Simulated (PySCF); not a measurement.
**Ba (barium, neutral) across methods**

[Xe] 6p2, high-spin 3P determinant (an excited configuration). All numbers are calculated (PySCF 2.14, the spin-free X2C one-electron Hamiltonian (Gaussian nucleus), in aug-cc-pVTZ-X2C (9s8p6d3f, 84 functions)).

```json
{"method": "LDA", "E (hartree)": "-8127.56", "mean ε 5p α (eV)": "-20.929", "mean ε 5p β (eV)": "-20.842", "mean ε 6p α (eV)": "-2.354", "Σ⟨r²⟩ (bohr²)": "121.8", "⟨S²⟩": "2.000"}
{"method": "PBE", "E (hartree)": "-8134.18", "mean ε 5p α (eV)": "-20.795", "mean ε 5p β (eV)": "-20.713", "mean ε 6p α (eV)": "-2.374", "Σ⟨r²⟩ (bohr²)": "122.1", "⟨S²⟩": "2.000"}
{"method": "PBE0", "E (hartree)": "-8134.26", "mean ε 5p α (eV)": "-22.513", "mean ε 5p β (eV)": "-22.416", "mean ε 6p α (eV)": "-2.730", "Σ⟨r²⟩ (bohr²)": "123.8", "⟨S²⟩": "2.000"}
{"method": "UHF", "E (hartree)": "-8131.51208", "mean ε 5p α (eV)": "-26.614", "mean ε 5p β (eV)": "-26.470", "mean ε 6p α (eV)": "-3.432", "Σ⟨r²⟩ (bohr²)": "134.3", "⟨S²⟩": "2.000"}
{"method": "M06", "E (hartree)": "-8134.74", "mean ε 5p α (eV)": "-22.263", "mean ε 5p β (eV)": "-22.213", "mean ε 6p α (eV)": "-2.503", "Σ⟨r²⟩ (bohr²)": "124.0", "⟨S²⟩": "2.000"}
{"method": "r2SCAN0", "E (hartree)": "-8134.58", "mean ε 5p α (eV)": "-22.812", "mean ε 5p β (eV)": "-22.753", "mean ε 6p α (eV)": "-2.712", "Σ⟨r²⟩ (bohr²)": "124.2", "⟨S²⟩": "2.000"}
```

Estimate the same row for r2SCAN.

E (hartree) = -8134.60; mean ε 5p α (eV) = -21.303; mean ε 5p β (eV) = -21.274; mean ε 6p α (eV) = -2.391; Σ⟨r²⟩ (bohr²) = 123.0; ⟨S²⟩ = 2.000.

Spin-orbit coupling, absent here, splits the open shell strongly.
